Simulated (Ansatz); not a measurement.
Geometry optimisation, RKS LDA/def2-SVP (Ansatz 0.2.0).

The input (input.yaml):

```yaml
crystal:
  periodic: [false, false, false]
  atoms:
    - { symbol: "N", position_ang: [-1.6659, -1.4809, 0.4582] }
    - { symbol: C, position_ang: [-0.5714, -0.8579, -0.253] }
    - { symbol: Ge, position_ang: [1.0928, -1.0344, 0.7417] }
    - { symbol: C, position_ang: [-0.0385, 0.4487, 0.2797] }
    - { symbol: Si, position_ang: [0.6237, 1.5924, -1.007] }
    - { symbol: H, position_ang: [-1.6284, -1.2887, 1.4797] }
    - { symbol: H, position_ang: [-2.5392, -0.9118, 0.1426] }
    - { symbol: H, position_ang: [-0.4721, -1.0184, -1.3538] }
    - { symbol: H, position_ang: [1.0394, -1.2455, 2.3282] }
    - { symbol: H, position_ang: [2.4532, -0.8546, -0.0049] }
    - { symbol: H, position_ang: [-0.691, 0.8543, 1.1632] }
    - { symbol: H, position_ang: [1.33712, 0.73715, -2.02116] }
    - { symbol: H, position_ang: [1.6091, 2.57775, -0.38896] }
    - { symbol: H, position_ang: [-0.4525, 2.2871, -1.6265] }
basis:
  gaussian: { orbitals: def2-SVP }
hamiltonian:
  xc: lda
relax:
  f_tol: 0.015
  max_steps: 40
```

Command:

```bash
$ ansatz run input.yaml --threads 2 --pin off --max-ram 3072MiB --backend cpu --events-out ev --progress --plain --runs-dir out
```

Problem. Where does it end, and by what steps?

Solution. It converged. After 9 steps the energy has fallen by 0.491 eV; H10 moved furthest, 0.34 Å.

```json
{"step": "0", "energy less start (eV)": "0.0000", "largest force component (eV/Å)": "1.675", "accepted": "yes"}
{"step": "1", "energy less start (eV)": "-0.4199", "largest force component (eV/Å)": "0.708", "accepted": "yes"}
{"step": "2", "energy less start (eV)": "-0.4728", "largest force component (eV/Å)": "0.266", "accepted": "yes"}
{"step": "3", "energy less start (eV)": "-0.4819", "largest force component (eV/Å)": "0.342", "accepted": "yes"}
{"step": "4", "energy less start (eV)": "-0.4880", "largest force component (eV/Å)": "0.117", "accepted": "yes"}
{"step": "5", "energy less start (eV)": "-0.4895", "largest force component (eV/Å)": "0.061", "accepted": "yes"}
{"step": "6", "energy less start (eV)": "-0.4901", "largest force component (eV/Å)": "0.028", "accepted": "yes"}
{"step": "7", "energy less start (eV)": "-0.4904", "largest force component (eV/Å)": "0.022", "accepted": "yes"}
{"step": "8", "energy less start (eV)": "-0.4906", "largest force component (eV/Å)": "0.023", "accepted": "yes"}
{"step": "9", "energy less start (eV)": "-0.4907", "largest force component (eV/Å)": "0.011", "accepted": "yes"}
```

```xyz
14
Properties=species:S:1:pos:R:3
N -1.735 -1.433 0.422
C -0.546 -0.892 -0.123
Ge 1.159 -1.009 0.808
C 0.001 0.483 0.274
Si 0.590 1.671 -1.019
H -1.766 -1.359 1.447
H -2.568 -0.950 0.052
H -0.438 -1.118 -1.206
H 1.117 -1.315 2.308
H 2.478 -1.188 0.052
H -0.515 0.932 1.148
H 1.361 0.889 -2.056
H 1.501 2.719 -0.433
H -0.541 2.376 -1.736
```

Whether the end is a true minimum wasn't checked by a vibrational analysis.

Time of the run: 15 s on 2 threads of AMD EPYC 9R14 (Zen 4), with other jobs on the host, peak memory 0.2 GiB.
